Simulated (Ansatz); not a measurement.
`CBOC` + H–F → `COBF` + CH₄ at 298.15 K and 1 bar (ligand exchange at a B–C bond).

Gas-phase electronic energies from Ansatz, PBE0-D4/def2-TZVP geometries. CCSD(T)/CBS adds triple-zeta CCSD(T) − MP2 to the extrapolated MP2 energy (def2 sets, frozen cores). This one scheme is used for every species. Each species was taken in one conformer, which may not be the lowest.

| species | CCSD(T)/CBS energy (Eh) | H − E (kJ/mol) | S (J/(mol·K)) |
| --- | --- | --- | --- |
| `CBOC` | -180.32625 | 259.7 | 309.5 |
| H–F | -100.39570 | 33.5 | 173.6 |
| `COBF` | -240.31409 | 169.0 | 291.1 |
| CH₄ | -40.46206 | 127.4 | 186.2 |

H − E and S are ideal-gas, rigid-rotor, harmonic terms from PBE0-D4/def2-TZVP, for one conformer and one mirror image of each species. 1 Eh = 2625.50 kJ/mol, R = 8.31446 J/(mol·K).

**Question.** By hand: ΔE, ΔH, ΔS and ΔG.

**Answer.** ΔE = (-240.31409) + (-40.46206) − (-180.32625) − (-100.39570) = -0.05420 Eh = -142.3 kJ/mol. Δ(H − E) = 169.0 + 127.4 − 259.7 − 33.5 = 3.2, so ΔH = -139.1 kJ/mol. ΔS = 291.1 + 186.2 − 309.5 − 173.6 = -5.8 J/(mol·K). ΔG = -139.1 − 298.15 × (-5.8)/1000 = -137.4 kJ/mol.

**Question.** By hand: the equilibrium constant, and the temperature at which ΔG would vanish if ΔH and ΔS stayed fixed.

**Answer.** log₁₀ K = −ΔG/(RT ln 10) = 24.1. ΔG = 0 at ΔH/ΔS = 23983 K, far beyond where these terms or the molecules hold.

The number of gas molecules stays the same, so ΔS is small and ΔH decides. A doubt of 5 kJ/mol in ΔE shifts log₁₀ K by 0.9 here. Other conformers and mirror images would add mixing entropy, several J/(mol·K) or more a flexible species. These are equilibria of isolated gas molecules and say nothing of rates. Largest T1 diagnostic: 0.013 (customary marks: 0.02 for closed shells, 0.045 for open ones).
